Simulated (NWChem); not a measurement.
Molecule: ZrNH2Cl3; SMILES [NH2][Zr]([Cl])([Cl])[Cl]

```xyz
7

Zr    -0.0223    -0.0172     0.1650
Cl     2.1657     0.5582    -0.4743
Cl    -1.4729     1.6865    -0.5412
Cl    -0.5871    -2.1646    -0.5816
N     -0.0980    -0.0712     2.1520
H     -0.1100     0.7422     2.7664
H     -0.1109    -0.9171     2.7207
```
Atoms are numbered in this order, from 1.

Results from NWChem. Medium grid unless said otherwise, to which SCAN and Minnesota functionals are sensitive. The geometry was optimised at PBE0/def2-SVP. No frequency run checked for a minimum. def2 effective core potentials on Zr; no spin-orbit coupling. Hybrids' shares of exact exchange are those that their runs print; pure functionals count as 0. The functionals differ in more than this share.

| row | share of exact exchange | orbital gap (eV) |
|---|---|---|
| PBE/def2-SVP | 0.00 | 4.02 |
| revPBE/def2-SVP | 0.00 | 4.03 |
| B3LYP/def2-SVP | 0.20 | withheld |
| MN15/def2-SVP | 0.44 | 7.47 |
| Hartree-Fock/def2-SVP | 1.00 | 13.37 |

Task: Fit a straight line of the last column on the one before it, predict the withheld value, and compare with the run.

Result: 
1. Means of the 4 shown rows: x = 0.360, y = 7.223. Slope Σ(x − x̄)(y − ȳ)/Σ(x − x̄)² = 6.256/0.6752 = 9.266; intercept 3.887.
2. The shown rows scatter about the line by 0.287 (root mean square); the largest residual is -0.49, at MN15/def2-SVP.
3. At x = 0.20 (B3LYP/def2-SVP; inside the shown range) the line gives 5.74.
4. The run gives 5.78, +0.04 from the line, 0.1 times the scatter.
